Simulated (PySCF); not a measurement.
## How methods differ on the electron affinity of Br

Br⁻ [Kr] (1S) → Br [Ar] 3d10 4s2 4p5 (2P), as a difference of total energies. Computed with PySCF 2.14 in aug-cc-pVQZ-PP with ECP10MDF, with a scalar-relativistic core potential. Correlated levels: valence: 3s2 3p6 3d10 frozen. The calculations carry no spin-orbit coupling.

| method | electron affinity (eV) |
| --- | --- |
| UHF | 2.337 |
| LDA | 3.712 |
| PBE | 3.440 |
| PBE0 | 3.394 |
| r2SCAN | 3.452 |
| B2PLYP | 3.420 |
| M06-L | 3.122 |
| BP86 | 3.569 |
| wB97X | 3.374 |
| MP2 (valence) | 3.493 |
| SCS-MP2 (valence) | 3.425 |

**Question.** How much does correlation contribute at MP2 (valence)?

**Answer.** 3.493 − (2.337) = 1.156 eV, measured against UHF.

The reference lies between the lowest fine-structure levels, while these numbers refer to the centres of the terms.

Errors of the correlated levels include the incompleteness of this basis and the frozen core.

In the anion the highest occupied orbital energy is positive at PBE, M06-L, BP86, a self-interaction effect; the basis confines that electron, and the energy difference can still be sensible.

For comparison: 3.364 eV (measured; photodetachment measurements, as compiled on the Wikipedia data page of electron affinities).
